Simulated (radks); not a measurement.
Values are calculated unless marked as measured or tabulated.
Pt31+, configuration [Kr] 4d10 4f1 (the NIST ground configuration). Code: a radial shooting solver on a logarithmic mesh with Libxc functionals. Model: Dirac Kohn-Sham, exchange-only LDA, spin-unpolarised, spherical densities, point nucleus; open shells are shared between the two j in proportion to 2j + 1.

Radial electron density D(r) = 4 pi r^2 rho(r):

r (bohr)   D(r) (e/bohr)
0.0006419          5.130
0.000816           7.406
0.001046           10.74
0.001329           15.24
0.001703           21.61
0.002165           29.83
0.002753           40.37
0.003528           53.76
0.004485           68.71
0.005701           84.43
0.007306           99.22
0.009287           109.3
0.0119             112.5
0.01513            108.6
0.01923            101.9
0.02465            100.3
0.03133            111.1
0.03983            131.1
0.05104            145.0
0.06489            137.5
0.08315            118.9
0.1057             118.0
0.1344             132.0
0.1722             119.7
0.2189             77.28
0.2805             56.51
0.3566             64.94
0.4533             53.88
0.5809             22.57
0.7385             4.551
0.9388            0.3825
1.203           0.009769

D(r) has 4 maxima, at r = 0.0116, 0.0531, 0.142, 0.371 bohr, and minima at 0.0228, 0.0945, 0.278 bohr, inside which lie 2.03, 11.14, 29.26 electrons.
